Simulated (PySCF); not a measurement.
## How methods differ on the ionisation energy of Pm⁴¹⁺

Pm⁴¹⁺ [Ar] 3d2 [3d3/2^2, M_J = 2] → Pm⁴²⁺ [Ar] 3d1 [3d3/2^1, M_J = 3/2], as a difference of total energies. All numbers are calculated (PySCF 2.14, the two-component X2C-1e Hamiltonian, in an even-tempered Gaussian basis (16 s from 8.9 bohr⁻², ratio 2.8; 12 p from 12 bohr⁻², ratio 2.8; 8 d from 12 bohr⁻², ratio 2.8; 3 f from 36 bohr⁻², ratio 3)). Correlated levels: [Ne] frozen; the 74 highest virtual spinors dropped. "Screened" scales the spin-orbit matrix elements by Boettger's factors to mimic the two-electron term; Breit and QED terms are absent.

```tsv
method	ionisation energy (eV)
GHF (spin-free)	3098.7
GMP2 (spin-free)	3098.3
GHF (screened spin-orbit)	3113.3
GMP2 (screened spin-orbit)	3113.0
```

Breit and QED terms and the two-electron picture change are absent.

The spin-free rows relax to the high-spin LS determinant and lack the spin-orbit shift.

The labels give the starting determinants; with spin-orbit coupling the two ends relaxed to ⟨J²⟩ = 6.03, ⟨L²⟩ = 10.32, ⟨S²⟩ = 1.55 and ⟨J²⟩ = 3.75, ⟨L²⟩ = 6.02, ⟨S²⟩ = 0.77.

For comparison: 3112 ± 4 eV (theoretical estimate listed by NIST; NIST Atomic Spectra Database, ionization energies).
